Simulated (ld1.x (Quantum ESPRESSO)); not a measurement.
Tc (Z = 43) PAW: all-electron and pseudo phase curves

ld1.x (Quantum ESPRESSO) 7.5 input, shortened:

```
&input
   title='Tc', zed=43., rel=1, dft='PW91', iswitch=3,
   config='[Kr] 4d5 5s0.5 5p0'
 /
 &inputp
   pseudotype=3, lpaw=.true., tm=.true., lloc=-2, rcloc=1.45,
   nlcc=.false.,
   which_augfun='BESSEL', rmatch_augfun=1.15
 /
6
4S  1  0   2.00   0.00  1.80  2.05  0.0
5S  2  0   0.50   0.00  1.80  2.05  0.0
4P  2  1   6.00   0.00  1.60  1.80  0.0
5P  3  1   0.00   0.00  1.60  1.80  0.0
4D  3  2   5.00   0.00  1.60  2.00  0.0
4D  3  2   0.00  -0.53  1.60  2.00  0.0
 &test
   configts(1)='4s2 4p6 4d5 5s0.5 5p0'
 /
```

The phase is arctan(r·u′/u) with u = r·R(r), unwrapped; energies in Ry, scanned from -8 to 5 Ry. A pole is an energy at which the radial function vanishes at the test radius. The pseudo phase is shifted by a multiple of π to meet the all-electron one at the reference energy, and phase errors are pseudo minus all-electron; the curves can meet again beyond the range given. Levels narrower than the energy grid can be missing from the lists of poles.

Task: For each channel, where are the poles, and over which energies does the pseudopotential scatter like the atom?

Result:

| channel | radius (bohr) | reference energy (Ry) | poles, all-electron | poles, pseudo | unbroken range about the reference energy with phases within 0.05 rad | phase error 1 Ry above the reference energy (rad) |
| --- | --- | --- | --- | --- | --- | --- |
| s | 2.24 | -1.09 | -6.15, 3.75 | -6.15, 3.46 | the whole range | -0.003 |
| p | 2.24 | -0.73 | -3.97 | -3.97, 2.09 | -4.4 to 0.1 | -0.102 |
| d | 2.24 | -1.34 | -0.54 | -0.54 | the whole range | -0.000 |

The ghost test of this file was not conclusive. Its overlap operator is not positive definite in a basis up to 400 Ry (lowest eigenvalue p -1.76), so the file is unfit for use: the generalised eigenproblem breaks down once the basis is large enough, and its test numbers describe a broken file.

Phases in the p channel:

| E (Ry) | all-electron | pseudo |
| --- | --- | --- |
| -8.00 | 1.383 | 1.365 |
| -7.52 | 1.374 | 1.356 |
| -7.04 | 1.362 | 1.345 |
| -6.56 | 1.347 | 1.330 |
| -6.08 | 1.326 | 1.310 |
| -5.60 | 1.294 | 1.277 |
| -5.12 | 1.230 | 1.211 |
| -4.64 | 0.973 | 0.941 |
| -4.16 | -1.386 | -1.386 |
| -3.68 | -1.674 | -1.680 |
| -3.20 | -1.750 | -1.757 |
| -2.72 | -1.799 | -1.806 |
| -2.24 | -1.844 | -1.850 |
| -1.76 | -1.895 | -1.900 |
| -1.28 | -1.962 | -1.964 |
| -0.80 | -2.059 | -2.059 |
| -0.32 | -2.220 | -2.225 |
| 0.16 | -2.524 | -2.590 |
| 0.64 | -3.106 | -3.429 |
| 1.12 | -3.774 | -4.196 |
| 1.60 | -4.164 | -4.528 |
| 2.08 | -4.362 | -4.709 |
| 2.56 | -4.475 | -4.851 |
| 3.04 | -4.548 | -5.010 |
| 3.52 | -4.599 | -5.259 |
| 4.00 | -4.638 | -5.771 |
| 4.48 | -4.669 | -6.606 |
| 4.96 | -4.695 | -7.146 |
